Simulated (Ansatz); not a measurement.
CH7BrO2Si2 (`CO[Si](O)([SiH3])Br`), relaxed with RKS PBE0-D4/def2-TZVP in Ansatz from a GFN2-xTB geometry. The force threshold is 0.005 eV/Å; the program also tests the step.

Charge 0, multiplicity 1.

Start:

```xyz
13

C    -0.531   -1.912   -0.728
O    -0.438   -0.571   -1.096
Si    0.448    0.601   -0.404
O     0.255    1.887   -1.358
Si   -0.112    1.187    1.744
Br    2.571   -0.107   -0.618
H     0.457   -2.382   -0.732
H    -1.171   -2.414   -1.454
H    -0.966   -2.009    0.270
H     0.207    1.817   -2.309
H    -0.045    2.634    1.927
H    -1.469    0.721    2.053
H     0.794    0.548    2.705
```

| step | energy (eV) | largest force (eV/Å) | largest move (Å) |
| --- | --- | --- | --- |
| 1 | -91032.9546 | 0.928 | 0.000 |
| 2 | -91033.0157 | 0.271 | 0.122 |
| 3 | -91033.0303 | 0.185 | 0.051 |
| 4 | -91033.0398 | 0.177 | 0.069 |
| 5 | -91033.0426 | 0.160 | 0.031 |
| 6 | -91033.0440 | 0.125 | 0.023 |
| 7 | -91033.0466 | 0.096 | 0.083 |
| 8 | -91033.0509 | 0.168 | 0.195 |
| 9 | -91033.0554 | 0.111 | 0.036 |
| 10 | -91033.0640 | 0.098 | 0.143 |
| 11 (rejected) | -91033.0628 | 0.280 | 0.195 |
| 12 (rejected) | -91033.0629 | 0.321 | 0.098 |
| 13 | -91033.0665 | 0.025 | 0.048 |
| 14 | -91033.0694 | 0.084 | 0.099 |
| 15 | -91033.0700 | 0.169 | 0.112 |
| 16 | -91033.0721 | 0.102 | 0.038 |
| 17 | -91033.0738 | 0.043 | 0.077 |
| 18 | -91033.0748 | 0.017 | 0.025 |
| 19 | -91033.0753 | 0.021 | 0.027 |
| 20 | -91033.0755 | 0.022 | 0.038 |
| 21 | -91033.0756 | 0.015 | 0.024 |
| 22 | -91033.0756 | 0.008 | 0.008 |
| 23 | -91033.0756 | 0.005 | 0.003 |
| 24 | -91033.0756 | 0.003 | 0.002 |

End:

```xyz
13

C    -0.371   -1.986   -0.671
O    -0.523   -0.638   -1.061
Si    0.302    0.644   -0.487
O    -0.036    1.930   -1.424
Si   -0.168    1.197    1.730
Br    2.486    0.137   -0.619
H     0.655   -2.328   -0.832
H    -1.047   -2.588   -1.278
H    -0.628   -2.126    0.384
H     0.118    1.858   -2.368
H     0.732    2.289    2.178
H    -1.586    1.620    1.875
H     0.066   -0.007    2.572
```

Run time 43 s (2 threads of an AMD EPYC 7R13 on a shared host and a share of an NVIDIA H100 80 GB); peak host memory 0.97 GiB.
